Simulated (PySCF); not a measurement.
## CH8Al3N3O

CH8Al3N3O is a molecule, neutral, singlet. The structure, one conformer, was relaxed in the gas phase by PBE0-D3(BJ)/def2-SVP. No frequency run checks that it is a minimum.

SMILES: C[O][Al]1[NH][AlH][NH][AlH][NH]1

```xyz
16

N     0.885   -1.126    1.062
Al   -0.368   -1.742    2.181
N    -2.014   -1.085    1.903
Al   -2.451    0.096    0.626
N    -1.095    0.630   -0.417
Al    0.591    0.055   -0.245
O     1.877    0.553   -1.235
C     2.130    1.397   -2.301
H     1.838   -1.464    1.176
H    -0.048   -2.789    3.329
H    -2.760   -1.408    2.515
H    -3.930    0.634    0.428
H    -1.310    1.304   -1.148
H     1.218    1.671   -2.868
H     2.602    2.341   -1.968
H     2.825    0.923   -3.017
```
Atoms count from 1 in this order.

Shieldings: GIAO PBE0/pcSseg-1. Shifts are against computed references at the same level: C TMS (σ 184.4 ppm), H TMS (σ 31.27 ppm). Core levels by delta-SCF with SCAN, pcX-2 on the ionised atom and pcseg-1 elsewhere, spin-free X2C (2p3/2 is the spin-free 2p value less a third of a first-order spin-orbit splitting); from the vacuum level, for chosen atoms.

Give the NMR and core-level values of the distinct atoms.


```json
{"atoms": "N1", "bonded to": "2 Al + 1 H", "σ (ppm)": "230.7", "δ (ppm)": "-", "core level (eV)": "1s 403.13"}
{"atoms": "Al2", "bonded to": "2 N + 1 H", "σ (ppm)": "384.8", "δ (ppm)": "-", "core level (eV)": "2p3/2 79.57"}
{"atoms": "N3", "bonded to": "2 Al + 1 H", "σ (ppm)": "205.5", "δ (ppm)": "-", "core level (eV)": "-"}
{"atoms": "Al4", "bonded to": "2 N + 1 H", "σ (ppm)": "384.4", "δ (ppm)": "-", "core level (eV)": "-"}
{"atoms": "N5", "bonded to": "2 Al + 1 H", "σ (ppm)": "230.6", "δ (ppm)": "-", "core level (eV)": "1s 403.18"}
{"atoms": "Al6", "bonded to": "2 N + 1 O", "σ (ppm)": "437.5", "δ (ppm)": "-", "core level (eV)": "2p3/2 79.65"}
{"atoms": "O7", "bonded to": "1 Al + 1 C", "σ (ppm)": "330.8", "δ (ppm)": "-", "core level (eV)": "1s 537.22"}
{"atoms": "C8", "bonded to": "1 O + 3 H", "σ (ppm)": "131.0", "δ (ppm)": "53.4", "core level (eV)": "-"}
{"atoms": "H9", "bonded to": "1 N", "σ (ppm)": "30.52", "δ (ppm)": "0.75", "core level (eV)": "-"}
{"atoms": "H10", "bonded to": "1 Al", "σ (ppm)": "26.78", "δ (ppm)": "4.48", "core level (eV)": "-"}
{"atoms": "H11", "bonded to": "1 N", "σ (ppm)": "29.85", "δ (ppm)": "1.42", "core level (eV)": "-"}
{"atoms": "H12", "bonded to": "1 Al", "σ (ppm)": "26.76", "δ (ppm)": "4.50", "core level (eV)": "-"}
{"atoms": "H13", "bonded to": "1 N", "σ (ppm)": "30.46", "δ (ppm)": "0.81", "core level (eV)": "-"}
{"atoms": "H14 H15 H16", "bonded to": "1 C", "σ (ppm)": "27.37", "δ (ppm)": "3.89", "core level (eV)": "-"}
```

Values are those of this one static structure, with the three H of a rotating XH3 group averaged; atoms that internal rotation interchanges would show their mean in an NMR spectrum.

By CAM-B3LYP/def2-SVPD (TDDFT singlets, Tamm-Dancoff triplets, ionisation by delta-SCF), where does absorption start, and what does vertical ionisation take?

The first singlet with intensity lies at 5.81 eV (f 0.003); what lies below it is dark. The lowest singlet lies at 5.78 eV (f 0.000), the strongest of the first 6 at 6.74 eV (f 0.159), the lowest triplet at 5.48 eV; vertical ionisation takes 9.27 eV.

The 3 runs behind this took 6.2 min in all, one thread each of Arm Neoverse V2 on a shared host, launched as `OMP_NUM_THREADS=1 python cluster_run.py task.json out`.
